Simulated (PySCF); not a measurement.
Compound: C6H10ClFO.
SMILES: `C[C@H](F)C(C)(C)C(=O)Cl`

Torsions of this conformer, `[CH3:1][C@H:2]([F:3])[C:4]([CH3:5])([CH3:6])[C:7](=[O:8])[Cl:9]`: C1–C2–C4–C5 53°, C2–C4–C7–O8 -10°.

The closed-shell ground state was solved at several levels (PySCF, density fitting, gas phase, non-relativistic). Geometry: PBE0-D3(BJ)/def2-SVP, one conformer, isolated molecule.

| level | basis functions | HOMO (eV) | LUMO (eV) | gap (eV) | dipole (D) |
| --- | --- | --- | --- | --- | --- |
| PBE0/pcSseg-1 | 210 | -8.56 | -1.20 | 7.36 | 1.46 |
| KT2/pcSseg-1 | 210 | -7.19 | -2.24 | 4.95 | 1.46 |

**Question.** What might CAM-B3LYP/def2-SVPD (273 basis functions) give for the same quantities?

**Answer.** HOMO -10.00 eV, LUMO -0.14 eV, gap 9.86 eV, dipole 1.37 D.

**Question.** Over all these levels, which gives the widest orbital gap and which the narrowest?

**Answer.** CAM-B3LYP/def2-SVPD (range-separated hybrid) has the widest, 9.86 eV, and KT2/pcSseg-1 (GGA) the narrowest, 4.95 eV. Functional and basis both differ between the two, so the spread mixes both effects.

**Question.** How far do the dipole and the HOMO energy spread over the levels?

**Answer.** The dipole runs from 1.37 to 1.46 D (mean 1.43 D) and the HOMO from -10.00 to -7.19 eV.
